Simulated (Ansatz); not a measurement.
Program: Ansatz. Geometries: PBE0-D4/def2-TZVP. ΔE: electronic, gas phase. CCSD(T)/CBS is the MP2 limit (def2-TZVPP, def2-QZVPP) plus CCSD(T) − MP2 in def2-TZVPP, frozen cores. DFT in def2-TZVPP. B3LYP here is the variant with VWN-RPA as its local correlation; programs differ in this. For Br, Sc outer-core shells are correlated without core-valence functions, which leaves a few kJ/mol of doubt a bond. Scalar relativity is left out up to krypton. One conformer a species, not always the lowest.

Consider the substitution at a C–O bond: `CO[Si]Br` + `[NH2][Sc]([OH])[OH]` → `C[O][Sc]([NH2])[OH]` + `O[Si]Br`.

`CO[Si]Br`:

```xyz
7

C     0.057   -0.779   -0.381
O    -0.970    0.077    0.073
Si   -1.106    1.527    0.784
Br    1.077    2.201    1.031
H    -0.028   -1.735    0.139
H    -0.073   -0.946   -1.452
H     1.042   -0.345   -0.194
```

`[NH2][Sc]([OH])[OH]`:

```xyz
8

N     1.631    0.078    0.249
Sc   -0.330   -0.015   -0.050
O    -0.986    0.891   -1.555
O    -1.317   -1.000    1.203
H     2.302    0.565   -0.331
H     2.141   -0.354    1.009
H    -1.481    1.290   -2.263
H    -1.961   -1.454    1.738
```

`C[O][Sc]([NH2])[OH]`:

Cartesian coordinates in Å:
```
C -1.755 1.496 0.394
O -0.736 0.586 0.172
Sc 0.509 -0.791 -0.054
N 2.279 -0.266 -0.796
O 0.253 -2.606 0.348
H -2.071 1.970 -0.544
H -2.635 1.015 0.840
H -1.429 2.293 1.074
H 2.569 0.666 -1.061
H 3.057 -0.888 -0.977
H -0.041 -3.475 0.604
```

`O[Si]Br`:

Cartesian coordinates in Å:
```
O -0.418 -0.529 -0.887
Si 0.030 1.002 -0.523
Br 0.729 0.759 1.643
H -0.340 -1.232 -0.234
```

```tsv
level	ΔE (kJ/mol)	difference from CCSD(T)/CBS
revPBE-D4	0.6	-0.6
BLYP-D4	2.3	1.1
r2SCAN-D4	-0.3	-1.5
BHLYP-D4	2.2	1.0
B2PLYP	-0.1	-1.3
r2SCAN	-0.6	-1.8
B3LYP	-1.6	-2.8
r2SCAN0	-0.4	-1.6
BHLYP	-0.7	-1.9
CCSD(T)/def2-SVP	-8.8	-10.0
HF/def2-TZVPP	-1.8	-3.0
SCS-MP2/def2-TZVPP	1.5	0.3
CCSD(T)/def2-TZVPP	0.4	-0.8
HF/def2-QZVPP	-1.8	-3.0
MP2/CBS(def2)	3.3	2.1
CCSD/CBS(def2)	0.9	-0.3
CCSD(T)/CBS	1.2	0
```

Largest T1 diagnostic among the species: 0.016.

At CCSD(T), def2-SVP lies −10.0 kJ/mol from the extrapolated value and def2-TZVPP −0.8 kJ/mol. Leaving LDA and LC-ωPBE aside and taking each functional with its dispersion term where it has one, the values, not all of them listed here, spread over 4.4 kJ/mol, from B97M-V to BLYP-D4. The D4 term adds +3.6 kJ/mol with B3LYP and +1.8 kJ/mol with PBE0; it sums over pairs of atoms, weighted by their polarisabilities, and B3LYP, whose exchange is more repulsive, gets the larger term.
